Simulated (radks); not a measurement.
Values are calculated unless marked as measured or tabulated.
Neutral gallium inside a hard spherical wall (all orbitals vanish at R), configuration held at [Ar] 3d10 4s2 4p1 and not refilled when levels cross. Code: a radial shooting solver on a logarithmic mesh with Libxc functionals. Model: scalar-relativistic Kohn-Sham, PBE, spin-polarised, spherical densities, finite nucleus; open shells are filled with parallel spins first; Fermi nuclear charge, rms radius 3.9973 fm. Eigenvalues in eV for spin up, with the zero of energy where the potential of the charges vanishes at infinity; a dash marks a level that is unbound or too diffuse for the functional's potential to be trusted. A positive occupied level is held by the wall or, in an anion where self-interaction has pushed it up, behind a barrier. The pressure on the wall is -dE/dV.

| R (bohr) | E (hartree) | kinetic (hartree) | e(3p) | e(3d) | e(4s) | e(4p) | e(5s, empty) | e(5p, empty) | pressure (GPa) |
|---|---|---|---|---|---|---|---|---|---|
| free | -1943.93399 | 1976.962 | -98.791 | -19.108 | -9.218 | -2.870 | - | - | 0 |
| 20 | -1943.93399 | 1976.962 | -98.791 | -19.108 | -9.218 | -2.870 | -0.494 | 0.244 | < 0.0001 |
| 15 | -1943.93398 | 1976.962 | -98.789 | -19.106 | -9.216 | -2.868 | -0.391 | 0.603 | < 0.0001 |
| 7 | -1943.92180 | 1977.029 | -98.153 | -18.478 | -8.757 | -2.235 | 4.050 | 7.904 | 0.558 |
| 4 | -1943.60968 | 1978.284 | -93.249 | -13.717 | -4.074 | 4.648 | 31.719 | 41.163 | 60.5 |
| 3.5 | -1943.30528 | 1979.358 | -90.472 | -11.041 | -0.528 | 9.452 | 48.567 | 59.903 | 166 |
| 2 | -1936.31344 | 2001.460 | -60.180 | 19.973 | 60.725 | 81.358 | 255.74 | 274.50 | 9390 |
